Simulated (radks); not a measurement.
Results of a calculation; reference values are marked as such.
These are the eigenvalues of the occupied orbitals of an atom or ion with whole-number occupations (hartree). Code: a radial shooting solver on a logarithmic mesh with Libxc functionals. Model: non-relativistic Kohn-Sham, TPSS, spin-polarised, spherical densities, point nucleus; meta-GGA in the generalised Kohn-Sham scheme.

| orbital | eigenvalue |
|---|---|
| 1s up | -2872.176 |
| 1s down | -2871.898 |
| 2s up | -626.0245 |
| 2s down | -625.8819 |
| 2p up | -610.7386 |
| 2p down | -610.4716 |
| 3s up | -256.5538 |
| 3s down | -255.6910 |
| 3p up | -250.5966 |
| 3p down | -249.7172 |

Which element is it, and in what charge state? The configuration may be excited. Open shells, if any, are filled with parallel spins first.

Answer. Z = 79, gold, charge +63: Au63+ in [Ne] 3s2 3p4. The list shows which subshells hold electrons but not how many an open one holds; the 1s level, -2872.2 hartree, gives Z - s = 75.8 by -(Z - s)^2/2, which with screening narrows Z to a few neighbours, and the depths of the outer levels then fix element, charge and occupations together.
